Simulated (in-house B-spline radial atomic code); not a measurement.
**Ionising Sr with different functionals**

Computed with a radial B-spline atomic code at the basis-set limit: four-component Dirac-Coulomb Hamiltonian, Fermi nucleus of rms radius 4.224 fm, spin-restricted, spherical fractional occupations for the functionals. The ionisation energy is the difference of two self-consistent energies, [Kr] 5s2 → [Kr] 5s1, without Breit or QED terms; ε is the level of the shell that loses the electron (mean over j).

Hybrids are left out here: with spherical fractional occupations of an open shell their exact exchange keeps a self-interaction that integer-occupation calculations don't have.

| method | rung | ΔSCF (eV) | -ε(5s) (eV) |
| --- | --- | --- | --- |
| LDA VWN5 | LDA | 6.06 | 3.64 |
| relativistic LDA | LDA | 6.05 | 3.64 |
| LDA PW92 | LDA | 6.06 | 3.64 |
| LDA exchange-only | LDA | 5.22 | 2.84 |
| PBE | GGA | 5.89 | 3.53 |
| PBEsol | GGA | 5.90 | 3.54 |
| BLYP | GGA | 5.81 | 3.38 |
| RPBE | GGA | 5.80 | 3.48 |
| PW91 | GGA | 5.92 | 3.56 |
| BP86 | GGA | 6.04 | 3.65 |
| AM05 | GGA | 5.84 | 3.48 |
| OLYP | GGA | 5.55 | 3.25 |

Task: How do they compare with the NIST value?

Result: NIST lists 5.695 eV (measured, ground level to ground level). Errors run from -0.48 to +0.36 eV; RPBE is closest (+0.11 eV), but part of that can be cancellation, since the calculations leave out Breit-QED terms, spin polarisation.
